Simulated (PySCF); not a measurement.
B3LYP has the VWN-RPA correlation part, as in Gaussian. 

```xyz
9

Ti    -0.0452     0.1015    -0.0053
F     -0.5870    -1.5491     0.2836
F     -1.0002     1.2405     0.9393
N     -0.1275     0.5148    -1.8194
H     -0.3555     1.4357    -2.1933
H     -0.1217    -0.1743    -2.5710
N      1.7485     0.2490     0.5008
H      2.0657     0.0741     1.4544
H      2.5373     0.5030    -0.0889
```

Charge 0, multiplicity 1.

Q: Give the Mulliken and meta-Löwdin atomic charges from B3LYP-D3(BJ)/def2-TZVP // r2SCAN-D4/def2-SVP (PySCF).

A: 
```
atom  Mulliken (e)  meta-Löwdin (e)
----  ------------  ---------------
Ti1           1.55             1.45
F2           -0.47            -0.48
F3           -0.47            -0.48
N4           -0.78            -0.72
H5            0.24             0.24
H6            0.24             0.24
N7           -0.79            -0.73
H8            0.23             0.23
H9            0.24             0.24
```
